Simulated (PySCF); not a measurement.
# Where the electron goes

Species: C₆H₁₃BS.
Atom-mapped SMILES: `[CH3:1][S:2][C@@H:3]1[CH2:4][BH:5][CH2:6][CH2:7][CH2:8]1` (hydrogens: H9, H10, H11 on C1; H12 on C3; H13, H14 on C4; H15 on B5; H16, H17 on C6; H18, H19 on C7; H20, H21 on C8)

Cartesian coordinates in Å at the PBE0-D3(BJ)/def2-SVP level; atoms count from 1:
```
atom  x, y, z in Å
C1     2.583    1.233    0.121
S2     1.860   -0.244    0.861
C3     0.123   -0.146    0.298
C4    -0.041   -0.270   -1.214
B5    -1.469    0.064   -1.760
C6    -2.450    0.919   -0.895
C7    -2.125    0.977    0.598
C8    -0.624    1.058    0.867
H9     2.482    1.239   -0.975
H10    3.655    1.202    0.362
H11    2.162    2.160    0.536
H12   -0.298   -1.054    0.768
H13    0.567    0.510   -1.726
H14    0.370   -1.219   -1.595
H15   -1.758   -0.226   -2.904
H16   -3.508    0.676   -1.089
H17   -2.326    1.927   -1.353
H18   -2.636    1.825    1.084
H19   -2.520    0.070    1.090
H20   -0.430    1.122    1.949
H21   -0.220    1.985    0.421
```

Theory: PySCF 2.14.0, density-fitted response routines, TDDFT CAM-B3LYP/def2-SVPD, vertical, gas phase, core orbitals frozen in the response.

Frontier orbitals with the atoms that hold most of them (Löwdin shares over 4%, at most four atoms; ? is withheld):

```csv
orbital,ε (eV),atoms
LUMO+2,1.28,"S2 49%, C1 8%, H12 5%, H11 5%"
LUMO+1,1.07,"B5 40%, S2 6%, H15 5%, C6 5%"
LUMO,0.23,"B5 46%, C6 12%, C4 11%, H15 8%"
HOMO,-7.55,?
HOMO-1,-9.29,?
HOMO-2,-9.78,"C6 20%, B5 20%, C7 11%, H15 10%"
HOMO-3,-10.44,"S2 24%, C1 14%, C3 14%, C4 9%"
```

(1) Which atoms hold the HOMO-1, and with what shares?

(2) Which atoms hold the HOMO, and with what shares?

(3) The HOMO–LUMO gap is 7.78 eV. Where does the response calculation put the lowest singlet, and from which orbitals?

## Answers

(1) S2 (bonded to 2 C) 30%; C4 (bonded to B, C and 2 H) 13%; B5 (bonded to 2 C and H) 12%; C3 (bonded to 2 C, S and H) 10%. By element: sulfur 30%, carbon 24% or more, boron 12%.

(2) S2 (bonded to 2 C) 69%; C1 (bonded to S and 3 H) 10%; C3 (bonded to 2 C, S and H) 7%. By element: sulfur 69%, carbon 18% or more.

(3) S1 is at 5.38 eV (f = 0.0034), 2.40 eV below the gap, made of HOMO→LUMO (83%). 

Next come S2 at 5.50 eV (f 0.0005), HOMO→LUMO+2 (70%); S3 at 5.83 eV (f 0.0018), HOMO-1→LUMO (56%), HOMO-2→LUMO (28%); S4 at 6.09 eV (f 0.023), HOMO→LUMO+3 (39%), HOMO→LUMO+1 (24%), HOMO-2→LUMO (21%); S5 at 6.21 eV (f 0.016), HOMO→LUMO+3 (38%), HOMO-2→LUMO (28%), HOMO-1→LUMO (11%).

Löwdin shares depend on the basis, the more so with diffuse functions.

One conformer stands for the species.
